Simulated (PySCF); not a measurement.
**Mo⁺: interval between two levels**

Mo⁺ [Kr] 4d5 [6S5/2, M_J = 5/2] → Mo⁺ [Kr] 4d4 5s1 [6D9/2, M_J = 9/2], as a difference of total energies. Calculation: PySCF 2.14, in x2c-TZVPall-2c with one added diffuse shell each of s, p, d type (9s10p8d1f, 86 functions); the two-component X2C-1e Hamiltonian. Correlated levels: [Ar] 3d10 frozen; the 6 highest virtual spinors dropped. "Screened" scales the spin-orbit matrix elements by Boettger's factors to mimic the two-electron term; Breit and QED terms are absent.

```csv
method,interval between two levels (cm⁻¹),error (cm⁻¹)
GHF (spin-free),12130,-1331
GMP2 (spin-free),11723,-1738
GHF (screened spin-orbit),12786,-675
GMP2 (screened spin-orbit),12422,-1039
```

Reference: 13461 cm⁻¹ (measured; NIST Handbook of Basic Atomic Spectroscopic Data (Sansonetti and Martin, J. Phys. Chem. Ref. Data 34, 1559 (2005))).

The spin-free rows relax to the high-spin LS determinant and lack the spin-orbit shift.

Errors of the correlated levels include the incompleteness of this basis and the frozen core.

The labels give the starting determinants; with spin-orbit coupling the two ends relaxed to ⟨J²⟩ = 8.75, ⟨L²⟩ = 0.01, ⟨S²⟩ = 8.75 and ⟨J²⟩ = 24.76, ⟨L²⟩ = 6.04, ⟨S²⟩ = 8.74.
